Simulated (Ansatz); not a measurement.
SiNH6OF, closed shell: at a first-order saddle point.

Input (in.yaml):

```yaml
crystal:
  periodic: [false, false, false]
  atoms:
    - {symbol: Si, position_ang: [-0.538517, -0.033996, -0.159645]}
    - {symbol: O, position_ang: [0.760759, -0.928067, 0.768647]}
    - {symbol: H, position_ang: [-0.759266, -0.072913, -1.622224]}
    - {symbol: H, position_ang: [-1.673022, 0.028492, 0.780109]}
    - {symbol: N, position_ang: [0.337302, 1.466468, -0.117551]}
    - {symbol: H, position_ang: [0.258381, -1.820492, 0.360487]}
    - {symbol: F, position_ang: [-0.815519, -1.984643, -0.288232]}
    - {symbol: H, position_ang: [1.649867, -0.719664, 0.463410]}
    - {symbol: H, position_ang: [0.284507, 2.077322, -0.915746]}
    - {symbol: H, position_ang: [0.495510, 1.987494, 0.730645]}
basis:
  gaussian: {orbitals: def2-TZVPP}
hamiltonian: {xc: {name: B97M-V}}
```

Command:

```bash
ansatz run in.yaml --threads 4 --pin off --events-out ev --progress --plain --max-ram 9574MiB
```

What Ansatz 0.2.0 printed:

```
Functional definition: B97M-V
  name "B97M-V"
  cite "Mardirossian & Head-Gordon, J. Chem. Phys. 142, 074111 (2015) doi:10.1063/1.4907719"
  cite "Becke, J. Chem. Phys. 107, 8554 (1997) doi:10.1063/1.475007"
  cite "Vydrov & Van Voorhis, J. Chem. Phys. 133, 244103 (2010) doi:10.1063/1.3521275"
  # Of w^i u^j: cxij and so on, Table III.
  parameter cx00 = 1.000
  parameter cx01 = 1.308
  parameter cx02 = 1.901
  parameter cx10 = 0.416
  parameter cx11 = 3.070
  parameter css00 = 1.000
  parameter css02 = -1.855
  parameter css10 = -5.668
  parameter css32 = -20.497
  parameter css42 = -20.364
  parameter cos00 = 1.000
  parameter cos01 = 1.573
  parameter cos03 = -6.298
  parameter cos10 = 2.535
  parameter cos32 = -6.427
  parameter b = 6.0
  parameter c = 0.01
  gx(w, u) = cx00 + cx01*u + cx02*u^2 + (cx10 + cx11*u)*w
  gss(w, u) = css00 + css02*u^2 + css10*w + (css32*w^3 + css42*w^4)*u^2
  gos(w, u) = cos00 + cos01*u + cos03*u^3 + cos10*w + cos32*w^3*u^2
  exchange = spin_sum(e_x_unif_s*gx(b97_w, b97_u_x))
  correlation = spin_sum(e_c_pw_mod_same_spin*gss(b97_w, b97_u_same))
      + integral(e_c_pw_mod_opposite_spin*gos(b97_w_opposite, b97_u_opposite)) + vv10(b, c)
1104 factors; their error is unknown
mean field evaluation 1: about -14218.9307 eV, gradient 8.0e1 eV
mean field evaluation 2: about -14194.8181 eV, gradient 1.3e2 eV
mean field evaluation 4: about -14229.7484 eV, gradient 9.8e0 eV
mean field evaluation 8: about -14229.9254 eV, gradient 2.7e-1 eV
mean field evaluation 16: about -14229.9032 eV, gradient 3.0e-4 eV
mean field -14229.90322864 eV, -522.9392982778 hartree, gradient 2.5e-5 eV, S^2 0.000000; 0 other end points of the search recorded, 0 dependent functions left out
reference -14229.90328326 eV, -522.9393002848 hartree; 22, 22 occupied and 197, 197 virtual orbitals, 1104 factors
Total energy: -14229.90328326 eV, -522.9393002848 hartree
```

The lines “mean field evaluation” count trial sets of orbitals through the whole run, from several starts and some on an approximate energy, so they need not fall steadily or lie above the final value.

The run took about 5.5 s on 4 CPU threads of an Arm Neoverse V2 (shared host).
